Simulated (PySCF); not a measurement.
Species: C3H11NOSi2.
SMILES: `OC[C@@H]1C[SiH2]N[SiH2]1`

The closed-shell ground state was solved at several levels (PySCF, density fitting, gas phase, non-relativistic). Isolated species at its PBE0-D3(BJ)/def2-SVP geometry (one conformer only).

```tsv
level	basis functions	HOMO (eV)	LUMO (eV)	gap (eV)	dipole (D)
CAM-B3LYP/pcSseg-1	188	-8.42	1.75	10.17	1.56
PBE0/def2-SVPD	239	-7.10	0.33	7.43	1.51
```

(1) What might PBE0/pcSseg-1 (188 basis functions) give for the same quantities?

(2) Over all these levels, which gives the widest orbital gap and which the narrowest?

(3) How far do the dipole and the HOMO energy spread over the levels?

Results:

(1) HOMO -7.08 eV, LUMO 0.71 eV, gap 7.79 eV, dipole 1.58 D.

(2) CAM-B3LYP/pcSseg-1 (range-separated hybrid) has the widest, 10.17 eV, and PBE0/def2-SVPD (global hybrid, 25 % exact exchange) the narrowest, 7.43 eV. Functional and basis both differ between the two, so the spread mixes both effects.

(3) The dipole runs from 1.51 to 1.58 D (mean 1.55 D) and the HOMO from -8.42 to -7.08 eV.
